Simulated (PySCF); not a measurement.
C4H6Si, SMILES C#C[SiH2]C=C.

Coordinates come from a PBE0-D3(BJ)/def2-SVP optimisation. The values are those of a single conformer.

Two levels are set side by side: PBE/def2-TZVP (PySCF) and B3LYP/def2-TZVP (PySCF). Same geometry, gas phase. Differences are taken from unrounded values.

```csv
quantity,B3LYP,PBE,PBE minus B3LYP
orbital gap (eV),6.89,5.19,-1.71
highest occupied level (eV),-7.78,-6.88,0.91
lowest empty level (eV),-0.89,-1.69,-0.80
dipole moment (D),0.75,0.77,0.02
mean polarisability (bohr³),71.7,73.5,1.8
```

PBE's occupied levels lie high since its potential decays too fast outside the molecule; exact exchange lowers them and widens the gap. Differences between two approximate levels are no errors against the true value.

Rough cost on one machine, each run with all the roots and properties that it gave: B3LYP against PBE within a factor of 2.
